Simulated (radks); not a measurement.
Results of a calculation; reference values are marked as such.
All-electron atom: Hg15+ in [Kr] 4d10 4f14 5s2 5p3.

Code: a radial shooting solver on a logarithmic mesh with Libxc functionals. Model: Dirac Kohn-Sham, PBE, spin-unpolarised, spherical densities, finite nucleus; open shells fill j = l - 1/2 first; Fermi nuclear charge, rms radius 5.4648 fm.

Energy parts (hartree):
total: -19583.1253
kinetic: 22588.1552
electron-nucleus: -48648.0478
Hartree: 6839.0586
exchange-correlation: -362.2913

Orbitals (lengths in bohr, moments of r in powers of bohr; r(max) is where P^2 peaks):
orbital  occ.  eigenvalue (hartree)   r(max)      <r>
1s1/2       2             -3061.711  0.01022  0.01659
2s1/2       2             -551.7386  0.05936  0.06925
2p1/2       2             -530.0266  0.04362  0.05692
2p3/2       4             -458.4369  0.05110  0.06559
3s1/2       2             -139.5326   0.1670   0.1800
3p1/2       2             -129.7161   0.1557   0.1704
3p3/2       4             -113.8434   0.1709   0.1862
3d3/2       4             -97.54217   0.1329   0.1620
3d5/2       6             -94.13744   0.1371   0.1668
4s1/2       2             -39.36915   0.3758   0.3983
4p1/2       2             -35.14577   0.3737   0.4000
4p3/2       4             -31.29301   0.4046   0.4336
4d3/2       4             -24.36916   0.3966   0.4394
4d5/2       6             -23.64578   0.4060   0.4501
4f5/2       6             -14.69898   0.3616   0.4646
4f7/2       8             -14.53792   0.3660   0.4703
5s1/2       2             -14.73945   0.8023   0.8409
5p1/2       2             -13.19705   0.8335   0.8788
5p3/2       1             -12.30242   0.8942   0.9381

The highest occupied level is 5p3/2 at -334.77 eV. Summed over all electrons, <r^2> = 12.45 bohr^2, which gives a Langevin (diamagnetic) susceptibility term of -9.86 x 10^-6 cm^3/mol.
